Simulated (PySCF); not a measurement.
Mean harmonic wavenumber (cm⁻¹) of eight silicon and germanium compounds: PBE-D3(BJ) beside B3LYP-D3(BJ), computed with PySCF for isolated molecules in the bases named; differences from unrounded values. The eight are the first of their class met in an unordered collection, after screening for sound electronic states; none was chosen by its value. Each level has its own optimised geometry.

```tsv
molecule	basis	B3LYP-D3(BJ)	PBE-D3(BJ)	difference
C3H7ClSi, SMILES ClC([SiH2]C)=C	def2-SVP	1269	1234	-35
Si(F)(Cl)(Me)(OH) (CH₄ClFOSi), SMILES C[Si](O)(F)Cl	def2-SVP	1167	1138	-29
CH5F2NOSi, SMILES F[Si](OC)(N)F	def2-SVP	1219	1188	-32
C2H7FSi2, SMILES F[SiH2]/C=C/[SiH3]	def2-SVP	1135	1099	-36
Si(H)2(OMe)(SeH) (CH₆OSeSi), SMILES [SeH][SiH2]OC	def2-SVP	1241	1205	-37
CH3NO3Si, SMILES O[SiH](N=C=O)O	def2-SVP	1072	1040	-32
C2H9ClSi3, SMILES C=C(Cl)[SiH2][SiH2][SiH3]	def2-SVP	1041	1007	-33
C₄H₁₀Si, SMILES C1[SiH2]CCC1	def2-SVP	1441	1403	-38
```

PBE-D3(BJ) lies below B3LYP-D3(BJ) in 8 and above it in 0 of the eight; the mean signed difference is -34 and the largest -38 cm⁻¹.
